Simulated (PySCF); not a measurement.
All values below come from PBE-D3(BJ)/def2-TZVP run with PySCF. Isolated molecules, 0 K electronic values unless said otherwise. Delta-SCF ions had no search for a lower state. 

Reference species (SMILES): `BC` (neutral, multiplicity 1).

The LUMO is -2.26 eV and the HOMO comes out as -7.57 eV. The vertical ionisation energy (Delta-SCF) is 11.31 eV.

Changed species: `B` (3 of 3 CH3 replaced by H; the reference has 2 of 3 CH3 replaced by H).

Question: Predict the effect on the LUMO, HOMO and vertical ionisation energy (Delta-SCF).

Answer: the LUMO falls by 0.80 eV, to -3.06 eV; the HOMO falls by 0.89 eV, to -8.46 eV; the vertical ionisation energy (Delta-SCF) increases by 1.55 eV, to 12.86 eV.
